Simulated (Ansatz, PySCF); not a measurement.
Molecule: sum formula SnOCl, charge 0, multiplicity 2. It need not be the lowest isomer of its formula. SMILES: [Sn](=[O])[Cl]
Geometry from a B3LYP-D3(BJ)/def2-TZVP (Ansatz, a quantum-chemistry and plane-wave program) optimisation:
```xyz
3

Sn    -0.2985     0.3977    -0.2587
O     -1.4152    -1.2513    -0.2981
Cl     1.5439    -0.5808     0.9012
```
Charge 0, spin multiplicity 2.

Wanted: atomisation energy (electronic, to ground-state atoms), in kJ/mol. Correlated levels leave the core frozen unless marked. UHF or UKS for open shells. Spin-orbit coupling is left out. Frozen are the shells of the preceding noble gas and the d and f shells that filled before the atom's block. Past Kr the def2 sets carry scalar-relativistic core potentials. The coupled-cluster limit lacks core correlation, which all-electron functionals hold. CBS marks a two-point X^-3 extrapolation of the correlation energy; Hartree-Fock from the larger set. [CCSD(T)-MP2]/basis is that difference in the basis named.

| level | program | atomisation energy (kJ/mol) |
|---|---|---|
| BHLYP/def2-TZVPD | Ansatz | 664.4 |
| PW6B95-D4/def2-TZVPD | PySCF + dftd4 | [?] |
| MN15/def2-TZVPD | PySCF | 728.2 |
| HSE06-D4/def2-TZVPD | Ansatz + dftd4 | 727.7 |
| B2PLYP-D3(BJ)/def2-TZVPD | Ansatz + dftd3 | [?] |
| SCS-MP2/def2-SVPD | Ansatz | 649.5 |
| SCS-MP2/def2-TZVPPD | Ansatz | 698.9 |
| RI-MP2/CBS(def2-TZVPPD,def2-QZVPPD)+[CCSD(T)-MP2]/def2-TZVPPD | Ansatz | [?] |

Task: Complete the blanks.

Result: 
- PW6B95-D4/def2-TZVPD, atomisation energy (kJ/mol): 741.4
- B2PLYP-D3(BJ)/def2-TZVPD, atomisation energy (kJ/mol): 723.8
- RI-MP2/CBS(def2-TZVPPD,def2-QZVPPD)+[CCSD(T)-MP2]/def2-TZVPPD, atomisation energy (kJ/mol): 723.7
